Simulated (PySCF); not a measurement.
Computed IR spectrum (relative IR intensity) of a molecule C₃H₉NSi₂. Geometry optimised at PBE-D3(BJ)/def2-SVP. The values are those of a single conformer. Calculation: PBE-D3(BJ)/def2-SVP run with PySCF. Frequencies are harmonic and unscaled.

Lines under 2 % of the strongest are left out, and lines within 2 cm⁻¹ are merged.

ν (cm⁻¹): 524 (vw), 597 (vw), 631 (w), 698 (w), 762 (w), 801 (vw), 870 (vs), 886 (vw), 905 (w), 908 (w), 913 (w), 1067 (w), 2160 (m), 2168 (m), 2172 (m), 2187 (w), 2190 (m), 2196 (m), 2274 (w) (against the strongest line: vs over 80 %, s over 45 %, m over 15 %, w over 4 %, vw less)

**Question.** Identify the compound among the candidates.
(A) C=C/C=N\[SiH2][SiH3]
(B) CC1=N[C@@H]([SiH3])[SiH2]1
(C) N#C[C@@H]([SiH3])C[SiH3]
(D) CN[SiH2]C#C[SiH3]

**Answer.** C, N#C[C@@H]([SiH3])C[SiH3]
